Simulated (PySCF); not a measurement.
B(H)(SMe)2 (C2H7BS2), SMILES CSBSC.

The structure is a stationary point at B3LYP-D3(BJ)/def2-SVP. The structure was generated by enumeration, and PubChem lists no compound with its InChIKey, so it may never have been made. Other conformers were not sampled.

Two levels are set side by side: TDA-PBE/def2-SVPD (PySCF) and TDA-CAM-B3LYP/def2-SVPD (PySCF). Vertical, same geometry. The lowest singlet is HOMO→LUMO 93 % with PBE and HOMO→LUMO 94 % with the other functional; states are paired by order. Differences are taken from unrounded values.

```json
[
 {"quantity": "lowest singlet excitation (eV)", "TDA-CAM-B3LYP": "5.36", "TDA-PBE": "4.96", "TDA-PBE minus TDA-CAM-B3LYP": "-0.39"},
 {"quantity": "lowest triplet excitation (TDA) (eV)", "TDA-CAM-B3LYP": "4.16", "TDA-PBE": "3.69", "TDA-PBE minus TDA-CAM-B3LYP": "-0.46"},
 {"quantity": "first bright state (f over 0.05) (eV)", "TDA-CAM-B3LYP": "5.36", "TDA-PBE": "4.96", "TDA-PBE minus TDA-CAM-B3LYP": "-0.39"},
 {"quantity": "its oscillator strength", "TDA-CAM-B3LYP": "0.33", "TDA-PBE": "0.33", "TDA-PBE minus TDA-CAM-B3LYP": "0.00"}
]
```

Functionals without exact exchange tend to place singlet excitations lower, as here. Differences between two approximate levels are no errors against the true value.

Rough cost on one machine, each run with all the roots and properties that it gave: TDA-CAM-B3LYP against TDA-PBE about 5 times.
